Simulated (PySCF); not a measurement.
# Ce(NH2)4: from a saddle point downhill

PySCF 2.14.0, RKS PBE0, Ce lcecp-2-SVP with ECP46, N def2-SVP, H def2-SVP; non-relativistic Hamiltonian with scalar-relativistic core potentials where named; density fitting; no spin-orbit coupling. Relaxed within the symmetry of its start, the geometry (D2d) is

```xyz
13

Ce    0.0000    0.0000    0.0000
N     1.1897    1.3135    1.3135
H     1.5995    1.0526    2.2105
H     1.5995    2.2105    1.0526
N    -1.1897   -1.3135    1.3135
H    -1.5995   -1.0526    2.2105
H    -1.5995   -2.2105    1.0526
N     1.1897   -1.3135   -1.3135
H     1.5995   -2.2105   -1.0526
H     1.5995   -1.0526   -2.2105
N    -1.1897    1.3135   -1.3135
H    -1.5995    2.2105   -1.0526
H    -1.5995    1.0526   -2.2105
```

and its lowest harmonic modes are -314, -239, -239, 116, 127, 138 cm⁻¹ (negative: unstable). It was moved along the lowest mode and relaxed again, within the group S4 that the move left.

Problem. Where does it end, and how much lower?

Solution. In S4, 0.230 eV lower, after 14 steps:
```xyz
13

Ce    0.0000    0.0000    0.0000
N     1.2748    1.2351    1.3018
H     1.2134    1.3763    2.3090
H     2.1261    1.7012    0.9866
N    -1.2748   -1.3018    1.2352
H    -2.1261   -0.9866    1.7012
H    -1.2134   -2.3090    1.3763
N     1.2748   -1.2351   -1.3018
H     2.1261   -1.7012   -0.9866
H     1.2134   -1.3763   -2.3090
N    -1.2748    1.3018   -1.2352
H    -1.2134    2.3090   -1.3763
H    -2.1261    0.9866   -1.7012
```

Problem. How do the contacts change?

Solution. 
| contact | saddle (Å) | end (Å) |
| --- | --- | --- |
| Ce1–N2 (NH2) | 2.206 | 2.201 |
| Ce1–N5 (NH2) | 2.206 | 2.201 |
| Ce1–N8 (NH2) | 2.206 | 2.201 |
| Ce1–N11 (NH2) | 2.206 | 2.201 |


Problem. Is the end a minimum?

Solution. Yes; lowest modes 70, 70, 92, 133, 135, 161 cm⁻¹.

State: singlet in the valence, with the 4f electrons in the core potential.
